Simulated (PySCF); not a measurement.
SMILES CCB(C)O, PBE0/def2-SVP optimised geometry.

```
14

B     -0.72    -0.46     0.00
C     -1.57     0.86     0.00
H     -1.39     1.43    -0.93
H     -1.26     1.53     0.82
H     -2.66     0.71     0.09
C      0.87    -0.46     0.00
C      1.56     0.78    -0.54
H      1.22    -1.37    -0.51
H      1.15    -0.62     1.06
H      1.26     1.69     0.00
H      1.33     0.94    -1.61
H      2.66     0.71    -0.46
O     -1.31    -1.69     0.03
H     -2.27    -1.64     0.07
```

Density from PBE0/def2-TZVP in PySCF at that geometry.

Minimum of the electron density along straight lines between bonded atoms, close to the bond critical point (lines longer than 1.1 times the sum of covalent radii, or with two minima, are not listed):

```csv
bond,length / Å,ρ at the minimum / e bohr⁻³,∇²ρ there / e bohr⁻⁵,position (fraction from the first atom)
B1–C2,1.581,0.183,-0.28,0.33
C2–H3,1.104,0.263,-0.85,0.64
C2–H4,1.103,0.264,-0.85,0.64
C2–H5,1.102,0.266,-0.87,0.63
B1–C6,1.581,0.188,-0.33,0.33
C6–C7,1.525,0.243,-0.59,0.50
C6–H8,1.104,0.267,-0.88,0.64
C6–H9,1.109,0.261,-0.83,0.63
C7–H10,1.102,0.271,-0.90,0.64
C7–H11,1.102,0.271,-0.90,0.64
C7–H12,1.101,0.272,-0.91,0.64
B1–O13,1.362,0.207,…,0.33
O13–H14,0.963,…,…,0.81
```

Question: What belongs in the gaps?

Answer: 
- B1–O13, ∇²ρ there / e bohr⁻⁵: 0.99
- O13–H14, ρ at the minimum / e bohr⁻³: 0.361
- O13–H14, ∇²ρ there / e bohr⁻⁵: -2.47
